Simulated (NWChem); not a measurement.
System: GaHF2; SMILES [F][GaH][F]

The following NWChem deck was run.

```
start job
memory heap 200 mb stack 900 mb global 1100 mb
geometry units angstroms noautoz
  Ga     0.000000     0.000000    -0.313506
  H      0.000000     0.000000    -1.863628
  F     -1.454414     0.000000     0.655270
  F      1.454414     0.000000     0.655270
end
basis spherical
  Ga library 6-31g*
  H library 6-31g*
  F library 6-31g*
end
dft
  xc xtpss03 ctpss03
  iterations 150
  mulliken
end
task dft energy
```

Structure relaxed at the B3LYP/6-31G* (spherical d) level.

**Question.** What results follow from this input? (TPSS/6-31G* (spherical d).) Quantities: basis functions; energy (Ha); highest occupied level (eV); orbital gap (eV); dipole (D).

**Answer.** 
```yaml
number_of_basis_functions: 62
energy (Ha): -2124.93
highest occupied level (eV): -8.53
orbital gap (eV): 6.70
dipole (D): 2.11
```
